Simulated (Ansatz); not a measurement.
Start from `C[Si](N)(S)Cl` and change one atom or group to get `C[Si](N)(F)Cl`.

Ansatz, PBE0-D4/def2-TZVP geometries, multiplicity 1. Each molecule was computed in one conformer, which needn't be the lowest.

```json
{"property": "LUMO energy (B3LYP/def2-TZVPP) / eV", "`C[Si](N)(S)Cl`": "0.21"}
{"property": "HOMO energy (PBE/def2-TZVPP) / eV", "`C[Si](N)(S)Cl`": "-6.26"}
{"property": "HOMO energy (ωB97M-V/def2-TZVPP) / eV", "`C[Si](N)(S)Cl`": "-9.74"}
{"property": "HOMO energy (PBE0/def2-TZVPP) / eV", "`C[Si](N)(S)Cl`": "-7.52"}
{"property": "HOMO–LUMO gap (B3LYP/def2-TZVPP) / eV", "`C[Si](N)(S)Cl`": "7.48"}
{"property": "size of the dipole moment (B3LYP/def2-TZVPP) / D", "`C[Si](N)(S)Cl`": "2.84"}
```

(1) Give the same properties after the change, and the shifts. (Estimate.)

## Answers

(1) The calculation gave: 
```csv
property,`C[Si](N)(F)Cl`,shift
LUMO energy (B3LYP/def2-TZVPP) / eV,0.34,0.13
HOMO energy (PBE/def2-TZVPP) / eV,-6.59,-0.33
HOMO energy (ωB97M-V/def2-TZVPP) / eV,-10.53,-0.79
HOMO energy (PBE0/def2-TZVPP) / eV,-8.12,-0.60
HOMO–LUMO gap (B3LYP/def2-TZVPP) / eV,8.19,0.71
size of the dipole moment (B3LYP/def2-TZVPP) / D,2.54,-0.30
```

With PBE0 the HOMO falls by 0.60 eV and the LUMO rises by 0.17 eV, so the gap widens by about 0.77 eV. PBE moves the HOMO by -0.33 eV and ωB97M-V by -0.79 eV. Dipoles are sizes alone; their direction can turn.

B3LYP here is the variant with VWN-RPA as its local correlation; programs differ in this.
